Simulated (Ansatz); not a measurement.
`[SiH3]O[Si]Br` + `[OH][SbH2]` → `[SiH3][O][SbH2]` + `O[Si]Br` at 298.15 K and 1 bar (ligand exchange at the Si–O bond).

Isolated molecules relaxed with PBE0-D4/def2-TZVP in Ansatz; ΔE leaves out vibrations. CBS: MP2 limit from def2 TZ/QZ plus the TZ coupled-cluster correction, frozen cores. Elements past krypton have def2 core potentials. For Br, Sb outer-core shells are correlated without core-valence functions, which leaves a few kJ/mol of doubt a bond. Scalar relativity is left out up to krypton. One conformer a species, not always the lowest.

```csv
species,CCSD(T)/CBS energy (Eh),H − E (kJ/mol),S (J/(mol·K))
`[SiH3]O[Si]Br`,-3228.55316,101.0,353.1
`[OH][SbH2]`,-316.98030,82.9,277.2
`[SiH3][O][SbH2]`,-607.29789,130.6,354.2
`O[Si]Br`,-2938.23569,52.8,291.2
```

H − E and S are ideal-gas, rigid-rotor, harmonic terms from PBE0-D4/def2-TZVP, for one conformer and one mirror image of each species. 1 Eh = 2625.50 kJ/mol, R = 8.31446 J/(mol·K).

Question: By hand: ΔE, ΔH, ΔS and ΔG.

Answer: ΔE = (-607.29789) + (-2938.23569) − (-3228.55316) − (-316.98030) = -0.00012 Eh = -0.3 kJ/mol. Δ(H − E) = 130.6 + 52.8 − 101.0 − 82.9 = -0.5, so ΔH = -0.8 kJ/mol. ΔS = 354.2 + 291.2 − 353.1 − 277.2 = 15.1 J/(mol·K). ΔG = -0.8 − 298.15 × (15.1)/1000 = -5.3 kJ/mol.

Question: By hand: the equilibrium constant, and the temperature at which ΔG would vanish if ΔH and ΔS stayed fixed.

Answer: log₁₀ K = −ΔG/(RT ln 10) = 0.9. ΔH and −TΔS have one sign here, so there is no such temperature. One of them is within its doubt of zero, so this could turn.

TΔS isn't small against ΔH here. The sign of ΔG lies within the doubt. A doubt of 5 kJ/mol in ΔE shifts log₁₀ K by 0.9 here. Other conformers and mirror images would add mixing entropy, several J/(mol·K) or more a flexible species. Modes under 60 cm⁻¹, often nearly free rotors, make the harmonic entropy too high. These are equilibria of isolated gas molecules and say nothing of rates. Largest T1 diagnostic: 0.014 (customary marks: 0.02 for closed shells, 0.045 for open ones).
